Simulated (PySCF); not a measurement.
Relaxation of quartet RuSe₂⁻

All numbers come from PySCF, UPBE0, basis Ru def2-SVPD with ECP28, Se def2-SVPD (scalar-relativistic core potentials, no spin–orbit coupling, density fitting). A (50,194) grid was used.

A hand-made bent start, of C2v symmetry, held to at least that symmetry:

```xyz
3
charge -1 multiplicity 4, angstrom
Ru    0.0000    0.0000   -0.7741
Se    1.8103    0.0000    0.4935
Se   -1.8103    0.0000    0.4935
```

Optimiser trace:
| step | E − E(last) (kJ/mol) | largest gradient (Eh/bohr) |
| --- | --- | --- |
| 0 | 7.04 | 0.01449 |
| 1 | 3.56 | 0.00581 |
| 2 | 1.36 | 0.00592 |
| 3 | 0.53 | 0.00510 |
| 4 | 0.11 | 0.00236 |
| 5 | 0.01 | 0.00036 |
| 6 | 0.00 | 0.00001 |

It ends at C2v with Ru–Se 2.252 Å (×2); Se–Ru–Se 121.4°. A frequency run shows a minimum. Other isomers or separated fragments may lie lower.

Other spin states or occupations of the open shell can lie lower.
